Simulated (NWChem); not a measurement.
# InI, singlet; SMILES [In][I]

Results from NWChem. Low-valent species are run as closed-shell singlets; no triplet was tried in these runs. Structure relaxed at the PBE0/def2-SVP (def2 core potentials past Kr) level.

### Question
Estimate the computed values for B3LYP/STO-3G (all-electron, non-relativistic). Quantities: highest occupied level (eV); orbital gap (eV); dipole (D).

### Answer
```json
{
  "highest occupied level (eV)": "-3.09",
  "orbital gap (eV)": "4.62",
  "dipole (D)": "3.28"
}
```
